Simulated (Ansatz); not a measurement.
AlGaH₅N, SMILES `[NH2][GaH][AlH2]`. Charge 0, multiplicity 1. Correlated methods include outer-core shells of Ga, which these sets cover unevenly. Scalar relativity is left out up to krypton.

Z-matrix (Å, degrees):
```
N
Ga 1 1.824
H 1 1.005 2 125.2
H 1 1.007 2 123.3 3 180.0
Al 2 2.513 1 120.2 3 -0.0
H 2 1.578 1 111.8 3 180.0
H 5 1.594 2 121.7 1 -90.8
H 5 1.594 2 121.7 1 90.5
```

Task: Give the diagnostics of a CCSD(T)/def2-TZVPP run (frozen core, the Gaussian-basis code of Ansatz). (Best estimate.)

Result: Ansatz gave: T1 = 0.0146, largest single amplitude 0.040, largest double 0.035, (T) share of the correlation energy 3.6 %, 10 CCSD cycles. The RHF solution is stable towards an unrestricted one. T1 lies under the customary mark of 0.02 for closed shells.
